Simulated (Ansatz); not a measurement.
A series at B: from `[SiH3]OB(O[SiH3])O[SiH3]`, ligands are replaced one by one, each step taking up H₂O and setting free `O[SiH3]`; n counts the steps. Ansatz, PBE0-D4/def2-TZVP geometries. Each molecule was computed in one conformer, which needn't be the lowest.

| n | molecule | HOMO energy, ωB97M-V/def2-TZVPP (eV) |
| --- | --- | --- |
| 0 | `[SiH3]OB(O[SiH3])O[SiH3]` | ? |
| 1 | `OB(O[SiH3])O[SiH3]` | -11.13 |
| 2 | `OB(O)O[SiH3]` | -11.26 |
| 3 | `OB(O)O` | -11.81 |

**Question.** By hand: fit a straight line y = ȳ + b (n − n̄) to the 3 given rows and predict n = 0.

**Answer.** n̄ = 2.000, ȳ = -11.400; Σ(n − n̄)(y − ȳ) = -0.680, Σ(n − n̄)² = 2.000, so b = -0.340 eV a step. Prediction: -11.400 + (-0.340) × (-2.000) = -10.72 eV.

**Question.** By hand: compare with the computed value, -11.34 eV, and give the steps along the whole series.

**Answer.** The line misses by -0.62 eV (computed minus predicted). Steps: 0.21, -0.13, -0.55 eV.

The steps change sign along the series, so a line is a poor guide. The highest orbital can change its character along such a series. The miss is 91.2 % of the series' range.
